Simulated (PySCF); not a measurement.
**Simulated absorption spectrum**

Compound: C₇H₁₃FSi.
Atom-mapped SMILES: `[CH2:1]=[CH:2][C@@H:3]1[CH2:4][C@@H:5]([F:6])[CH2:7][CH2:8][SiH2:9]1` (hydrogens: H10, H11 on C1; H12 on C2; H13 on C3; H14, H15 on C4; H16 on C5; H17, H18 on C7; H19, H20 on C8; H21, H22 on Si9)

Computed with PySCF 2.14.0, density-fitted response routines, TDDFT CAM-B3LYP/def2-SVPD, vertical, gas phase, core orbitals frozen in the response. The structure is a single PBE0-D3(BJ)/def2-SVP conformer in the gas phase; no vibrational or solvent corrections.

Computed states:

| state | E (eV) | f |
| --- | --- | --- |
| S1 | 6.70 | 0.398 |
| S2 | 6.91 | 0.022 |
| S3 | 7.23 | 0.023 |
| S4 | 7.34 | 0.0082 |
| S5 | 7.75 | 0.044 |
| S6 | 7.86 | 0.028 |
| S7 | 7.91 | 0.021 |
| S8 | 8.02 | 0.0080 |
| S9 | 8.14 | 0.021 |
| S10 | 8.34 | 0.072 |

Broadening: Gaussians 0.3 eV wide at half height, area fixed by f = 4.319×10⁻⁹ ∫ε dν̃. The width is an assumption, not a result. The curve ends short of the highest state used, and states not computed would add to its high-energy end.

(1) Give the broadened spectrum and its maxima.

(2) On this curve, what absorbance would a 10⁻³ mol/L sample give at 193 nm over a 1 cm path?

## Answers

(1) 
| λ (nm) | ε (L mol⁻¹ cm⁻¹) |
| --- | --- |
| 160.1 | 6545 |
| 161.4 | 4849 |
| 162.8 | 2945 |
| 164.1 | 1707 |
| 165.4 | 1205 |
| 166.7 | 1339 |
| 168.0 | 1842 |
| 169.4 | 2418 |
| 170.7 | 2686 |
| 172.0 | 2600 |
| 173.3 | 2311 |
| 174.6 | 2169 |
| 176.0 | 2696 |
| 177.3 | 4372 |
| 178.6 | 7778 |
| 179.9 | 13307 |
| 181.2 | 20655 |
| 182.6 | 28959 |
| 183.9 | 34618 |
| 185.2 | 36252 |
| 186.5 | 33308 |
| 187.9 | 26366 |
| 189.2 | 18674 |
| 190.5 | 11747 |
| 191.8 | 6593 |
| 193.1 | 3317 |
| 194.5 | 1407 |
| 195.8 | 572 |
| 197.1 | 211 |
| 198.4 | 71 |

Maxima: 185 nm (6.70 eV), ε about 36000, made up of S1 (99%); 171 nm (7.25 eV), ε about 2700, made up of S3 (76%) and S4 (22%) (ε in L mol⁻¹ cm⁻¹; maxima over ε = 5, shares over 10%). At its high-energy end, 7.74 eV, the curve is still rising (ε about 6400, from S5, S6 and S7).

(2) 193 nm is 6.424 eV, where ε is about 3500 L mol⁻¹ cm⁻¹, so A = ε c l ≈ 3.5 (Beer–Lambert, with the gas-phase spectrum and the assumed width).

The vertical ionisation energy (ΔSCF) is 8.95 eV, 0.61 eV above S10.

Hardware: Arm Neoverse V2, one thread, on a shared host. Cost: 3.1 min.
